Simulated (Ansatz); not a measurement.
The same path of ClH + GaH2N (6 atoms, charge 0, multiplicity 1) was run twice with different band settings. Lost on the way: Ga1–N2, H3–Cl4. Made: Ga1–Cl4, N2–H3.

Method: RKS B3LYP-D4/def2-SVP (Ansatz 0.2.0).

Relaxed end points:

```xyz
6
Properties=species:S:1:pos:R:3
Ga 1.274 -0.350 -0.560
N -0.011 0.931 -1.041
H 0.292 -2.011 2.080
Cl -0.733 -1.242 1.917
H -0.898 1.098 -0.568
H 0.077 1.574 -1.828
```

```xyz
6
Properties=species:S:1:pos:R:3
Ga 1.290 -1.357 -0.412
N -0.246 0.562 -0.386
H -0.636 0.405 0.548
Cl 0.434 -1.671 1.711
H -1.016 0.566 -1.058
H 0.173 1.494 -0.402
```

Common settings: movable images 7; climbing image yes; optimiser quadratic models (default); start path through a guess of the saddle point; force threshold 0.05 eV/Å; iteration limit 60; end points relaxed.

| run | spring |
| --- | --- |
| 1 | 5.0 eV/Å² |
| 2 | 2.0 to 10.0 eV/Å², energy-weighted |

(1) What does each run give, and how far can it be trusted?

Answers

(1) Run 1: converged after 19 iterations, highest image 0.003 eV above the first end. The top lies less than 8 meV above the higher end, about what the thresholds resolve: that end is a shoulder or a very shallow well. A vibrational analysis at the climbing image gives no mode beyond 40i cm⁻¹: the surface is too flat there to confirm a saddle point.
Run 2: converged after 41 iterations, highest image 0.003 eV above the first end. The top lies less than 8 meV above the higher end, about what the thresholds resolve: that end is a shoulder or a very shallow well. Another band between the same ends (7 images) ends at a top of the same energy, where a vibrational analysis finds no clearly imaginary modes.
The orbitals stay closed-shell, which can raise the energy where a bond breaks towards radicals; this wasn't checked here.
